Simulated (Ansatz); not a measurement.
```yaml
crystal:
  periodic: [false, false, false]
  atoms:
    - {symbol: C, position_ang: [-1.356853, 0.050045, 1.438879]}
    - {symbol: B, position_ang: [-0.382890, -0.740375, 0.488276]}
    - {symbol: C, position_ang: [1.105444, -1.042907, 0.882012]}
    - {symbol: O, position_ang: [-0.803178, -1.195315, -0.729936]}
    - {symbol: P, position_ang: [0.661855, 1.701820, -1.778982]}
    - {symbol: H, position_ang: [-1.087795, 1.112541, 1.402531]}
    - {symbol: H, position_ang: [-2.414678, -0.026118, 1.169164]}
    - {symbol: H, position_ang: [-1.247220, -0.254478, 2.483334]}
    - {symbol: H, position_ang: [1.126257, -1.779275, 1.694364]}
    - {symbol: H, position_ang: [1.603643, -0.151560, 1.275058]}
    - {symbol: H, position_ang: [1.694517, -1.442348, 0.054535]}
    - {symbol: H, position_ang: [-1.727932, -0.997403, -0.899227]}
    - {symbol: H, position_ang: [1.340548, 2.694857, -2.534359]}
    - {symbol: H, position_ang: [1.630395, 0.703251, -2.050367]}
    - {symbol: H, position_ang: [-0.164113, 1.316565, -2.865779]}
basis:
  gaussian: {orbitals: ANO-RCC-VTZP, point_charges: [{charge: 0.50, position_ang: [6.118, 0.861, -0.573]}]}
hamiltonian: {xc: {name: rPW86-PBE}, dispersion: d4}
charge: 1
output: {forces: true}
```

```sh
$ ansatz run in.yaml --threads 4 --pin off --events-out ev --progress --plain --max-ram 10444MiB
```

Question: How does Ansatz answer? (Best estimate.)

Answer: The calculation gave: The input was rejected before any iteration.
```
Error: YAML parse error: error: line 22 column 1: unknown field `charge`, expected one of crystal, accuracy, basis, kpoints, hamiltonian, magnetization, projection, total_charge, correlation, batch, efield, external_charges, scf, relax, neb, saddle, md, ramp, phonons, dielectric, real_time, elastic, magnetic_configurations, gw, evaluate, workflow, output, checkpoint, execution
20 |   gaussian: {orbitals: ANO-RCC-VTZP, point_charges: [{charge: 0.5…
21 | hamiltonian: {xc: {name: rPW86-PBE}, dispersion: d4}
22 | charge: 1
23 | output: {forces: true}
```
